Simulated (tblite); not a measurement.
Species: C₄H₉NO₂Si.
Cartesian coordinates in Å at the GFN2-xTB level; atoms count from 1:
```
atom  x, y, z in Å
O1     0.774   -0.765   -1.745
C2    -0.032   -0.183   -1.059
N3    -1.357   -0.096   -1.252
C4    -2.070    0.610   -0.211
C5    -1.060    0.639    0.942
C6     0.295    0.573    0.228
O7     1.287   -0.033    0.967
Si8    2.486   -1.011    0.435
H9    -1.819   -0.487   -2.057
H10   -2.326    1.626   -0.540
H11   -2.993    0.087    0.050
H12   -1.156   -0.251    1.564
H13   -1.165    1.519    1.571
H14    0.630    1.583   -0.066
H15    3.313   -0.381   -0.587
H16    3.168   -1.086    1.725
H17    2.018   -2.332    0.024
```

Computed values, GFN2-xTB/tblite, gas phase, harmonic and unscaled. This tight-binding method is rough: wavenumbers can miss measured ones by several per cent, in bad cases by 10 to 20. Modes of hydrogen on silicon can be 10 to 20 % off. One conformer, not necessarily the lowest.

Harmonic wavenumbers (cm⁻¹): 64.0, 105.2, 129.9, 183.2, 249.2, 310.5, 368.8, 450.8, 492.4, 557.6, 605.5, 644.2, 665.5, 699.7, 768.7, 784.0, 801.5, 836.0, 857.2, 895.6, 990.0, 1015.3, 1064.8, 1108.9, 1143.3, 1171.1, 1196.6, 1214.3, 1242.2, 1265.9, 1281.5, 1313.7, 1382.7, 1472.9, 1489.6, 1801.2, 2261.4, 2276.0, 2293.2, 2826.8, 2901.6, 2969.8, 3003.6, 3029.0, 3464.1.

A = 3527, B = 1297, C = 1004 MHz; mass 131.040 u (most abundant isotopes); point group C1, symmetry number 1.

Problem. What is the zero-point energy?

Solution. ½Σν̃ = 27824 cm⁻¹ = 79.55 kcal/mol.

Problem. Entropy at 350 K, 1 bar (ideal gas, RRHO, classical rotation)?

Solution. Translation 41.35, rotation 29.12, vibration 27.13: S = 97.6 cal/(mol K).

Problem. And Cp and H(350 K) − H(0)?

Solution. Cp = 40.02 cal/(mol K), of which vibrations give 32.07 (their classical limit is 45 R = 89.4); H(350 K) − H(0) = 8.05 kcal/mol without the zero-point energy, 5.26 from vibrations.

Problem. What must be added to the electronic energy to get the Gibbs energy at 350 K and 1 bar?

Solution. ZPE + [H(350 K) − H(0)] − T·S = 79.55 + 8.05 − 34.16 = 53.44 kcal/mol.

Problem. Which modes carry the vibrational entropy at 350 K?

Solution. 64.0 cm⁻¹: 4.65; 105.2 cm⁻¹: 3.67; 129.9 cm⁻¹: 3.26; 183.2 cm⁻¹: 2.60; 249.2 cm⁻¹: 2.02; 310.5 cm⁻¹: 1.63 cal/(mol K); the other 39 give 9.30 together.

Problem. Blend soft modes into free rotors: weight 1/[1 + (100 cm⁻¹/ν̃)⁴] for the oscillator and the rest for a rotor with moment μB/(μ + B), μ = h/(8π²ν), B = 10⁻⁴⁴ kg m². What vibrational entropy results?

Solution. 25.66 cal/(mol K) in place of 27.13, which changes −T·S at 350 K by +0.51 kcal/mol.

Problem. How do the functions run with temperature in this model?

Solution. 
| T (K) | S (cal/(mol K)) | Cp (cal/(mol K)) | H − H(0) (kcal/mol) | G − H(0) (kcal/mol) | ln q(vib) |
| --- | --- | --- | --- | --- | --- |
| 100 | 66.1 | 15.9 | 1.15 | -5.46 | 1.05 |
| 200 | 79.8 | 24.9 | 3.17 | -12.79 | 2.95 |
| 300 | 91.8 | 35.1 | 6.17 | -21.37 | 5.01 |
| 500 | 114.1 | 52.6 | 15.04 | -42.00 | 9.39 |
| 800 | 142.6 | 68.7 | 33.46 | -80.66 | 15.97 |
| 1000 | 158.7 | 75.4 | 47.90 | -110.83 | 20.11 |

q(vib) and H(0) count from the zero-point level.

Hindered rotation and anharmonicity are outside this model. Other conformers, if any are populated, would add a mixing term that is left out. The structure is chiral; the term R ln 2 for an equal mix with its mirror image is left out.
